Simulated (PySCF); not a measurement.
Structure from 2D NMR

Compound of formula C$_{5}$H$_{9}$FOSi$_{3}$. Correlations simulated from computed shifts and the bond graph:

HSQC (one-bond C–H):
| δH | δC |
| --- | --- |
| 5.71 | 114.9 |
| 5.53 | 114.9 |
| 2.20 | 6.5 |

COSY cross peaks (H two or three bonds apart, from the bond graph; peaks can be absent where the dihedral angle is near 90°):
| δH | δH |
| --- | --- |
| 5.97 | 5.90 |
| 5.71 | 5.53 |

HMBC (two and three bonds, from the bond graph):
| δH | δC |
| --- | --- |
| 5.97 | 180.4, 79.1 |
| 5.90 | 180.4, 79.1 |
| 5.71 | 180.4 |
| 5.53 | 180.4 |
| 2.20 | 123.0, 79.1 |

Carbons without hydrogens: δ 180.4, 123.0, 79.1.

Theory: GIAO PBE0/pcSseg-1 shieldings, coordinates at the GFN2-xTB level, in PySCF (one conformer, averaged over atoms made equivalent by symmetry, fast rotation or ring inversion, no solvent, non-relativistic Hamiltonian).

δ = σ(ref) − σ, references computed at the same level: 1H (31.72 ppm), 13C (186.93 ppm) vs TMS.

Exchangeable hydrogens are left out of these lists.

Which molecule is this?

## Answers

`C(#C[Si]1(C(=C)F)[SiH2]O[SiH2]1)C`.

Mapped SMILES: `[CH2:1]=[C:2]([F:3])[Si:4]1([C:5]#[C:6][CH3:7])[SiH2:8][O:9][SiH2:10]1`. Hydrogens are named by the atom that carries them. Ha(C1) is cis to F3; Hb(C1) is trans to F3.

δC 180.4 is C2, a fully substituted alkene carbon. δC 123.0 is C6, an alkyne carbon. δC 114.9 is C1, a terminal =CH2 carbon (δH 5.53, 5.71). δC 79.1 is C5, an alkyne carbon. δC 6.5 is C7, a propargylic methyl carbon (δH 2.20). HMBC from δH 5.97 reaches the proton-free carbons C2, C5. HMBC from δH 5.90 reaches the proton-free carbons C2, C5. HMBC from δH 5.71 reaches the proton-free carbon C2. HMBC from δH 5.53 reaches the proton-free carbon C2. COSY links 5.97–5.90, 5.71–5.53.

This is the structure that produced the data.

Shifts are as computed. Against solution values, carbons near 30 ppm lie about +3 ppm off and those near 130 ppm about +5 ppm. Of 1211 compounds with measured shifts, 218 miss one by over three times the rms of a fit or turn the order of signals round; such compounds aren't used in these exercises.
